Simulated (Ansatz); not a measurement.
Relaxation of F$_{3}$H$_{4}$HfNO (10 atoms, charge 0, multiplicity 1), to a largest force component of 0.03 eV/Å in at most 50 steps.

These are results of Ansatz 0.2.0, RKS PBE0-D4/def2-SVP, not measurements.

```xyz
10
Properties=species:S:1:pos:R:3
Hf -0.063 1.446 -0.492
N -0.356 -1.929 1.148
F -0.663 2.055 -2.178
F -1.633 0.965 0.463
F 0.721 2.907 0.427
H 0.409 -1.669 0.526
O 1.493 -0.189 -0.807
H -0.343 -1.318 1.960
H -1.234 -1.779 0.660
H 1.669 -0.490 -1.706
```

Task: Where does it end, and by what steps?

Result: The forces met the threshold. After 25 steps the energy has fallen by 2.070 eV; F5 moved furthest, 1.38 Å. Joined: Hf1–N2 (3.76 → 2.43 Å).

| step | energy less start (eV) | largest force component (eV/Å) | accepted |
| --- | --- | --- | --- |
| 0 | 0.0000 | 2.821 | yes |
| 1 | -0.7782 | 1.271 | yes |
| 2 | -0.8778 | 0.728 | yes |
| 3 | -0.9165 | 0.538 | yes |
| 4 | -0.9323 | 0.617 | yes |
| 5 | -0.9919 | 0.220 | yes |
| 6 | -0.9955 | 0.173 | yes |
| 7 | -1.0133 | 0.258 | yes |
| 8 | -1.0217 | 0.501 | yes |
| 9 | -1.0468 | 0.714 | yes |
| 10 | -1.0783 | 0.644 | yes |
| 11 | -1.1280 | 0.349 | yes |
| 12 | -1.1841 | 0.545 | yes |
| 13 | -1.2615 | 1.029 | yes |
| 14 | -1.3037 | 1.983 | yes |
| 15 | -1.5123 | 2.472 | yes |
| 16 | -1.7691 | 3.324 | yes |
| 17 | -2.0393 | 0.424 | yes |
| 18 | -1.9765 | 1.287 | no |
| 19 | -2.0585 | 0.103 | yes |
| 20 | -2.0633 | 0.063 | yes |
| 21 | -2.0548 | 0.911 | no |
| 22 | -2.0674 | 0.046 | yes |
| 23 | -2.0697 | 0.089 | yes |
| 24 | -2.0685 | 0.177 | no |
| 25 | -2.0702 | 0.008 | yes |

```xyz
10
Properties=species:S:1:pos:R:3
Hf -0.143 0.882 -0.469
N -0.242 -0.971 1.102
F -0.122 2.392 -1.662
F -2.017 0.413 -0.597
F 0.513 1.746 1.134
H 0.401 -1.707 0.808
O 1.104 -0.315 -1.369
H 0.023 -0.692 2.047
H -1.175 -1.382 1.154
H 1.659 -0.365 -2.148
```

Run time: 46 s on 2 threads of AMD EPYC 9R45 96-Core Processor (Zen 5), on a shared host, peak memory 0.31 GiB.
